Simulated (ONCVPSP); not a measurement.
**Plane-wave convergence, ONCV potential for Au**

Au (Z = 79), optimised norm-conserving Vanderbilt (ONCV), made with ONCVPSP 4.0.1 (PBE, scalar-relativistic). Core [Kr] 4d10, reference 4f14 5s2 5p6 5d10 (charge +1). Waves: 5s: rc 1.60 bohr, ncon 4, nbas 8, qcut 9.8 1/bohr, 3 projectors, debl 1 Ha; 5p: rc 1.40 bohr, ncon 4, nbas 7, qcut 7.7 1/bohr, 3 projectors, debl 2.9 Ha; 5d: rc 1.40 bohr, ncon 4, nbas 7, qcut 7 1/bohr, 2 projectors, debl 3.4 Ha; 4f: rc 0.65 bohr, ncon 5, nbas 9, qcut 28.2 1/bohr, 2 projectors, debl 3.9 Ha. Local part: polynomial inside 0.50 bohr (lpopt 4, dvloc0 0 Ha). Core correction: Teter function fitted to the true core (icmod 2), fcfact 0.4.

In the s channel the program set the typed energies aside and used -4.295, 0.050, 1.050 Ha.

Q: For each optimised wave give the share of its norm inside rc, the residual kinetic energy above qcut (Ha) and the cutoffs (Ha) for errors of 10, 1, 0.1 and 0.01 mHa per electron.

A:

```tsv
wave	norm inside rc	residual KE	10 mHa	1 mHa	0.1 mHa	0.01 mHa
5s	0.973	3.9e-08	22.5	29.0	34.2	38.6
s projector 2	0.042	2.0e-08	16.3	25.4	32.2	37.7
s projector 3	0.095	7.0e-08	21.1	28.9	35.2	40.2
5p	0.830	3.8e-04	12.5	26.3	62.9	80.3
p projector 2	0.029	1.2e-04	9.2	21.4	30.4	72.3
p projector 3	0.044	6.9e-04	11.9	28.2	47.0	82.4
5d	0.467	5.3e-05	15.7	19.9	23.5	50.0
d projector 2	0.070	1.1e-04	16.1	20.9	24.8	39.9
4f	0.792	2.0e-05	307.9	346.1	375.4	476.5
f projector 2	0.005	5.1e-07	201.2	268.0	319.0	357.0
```

The occupied waves need 346 Ha and 375 Ha for 1 and 0.1 mHa. Rows with under 1 % of the norm inside rc give no meaningful cutoff. Note: ghosts flagged at negative energy: s at -780.8 eV; GHOST(+) flagged for p at 44.2 eV, d at 194.7 eV. A true bound ghost makes a file unfit for plane-wave use.
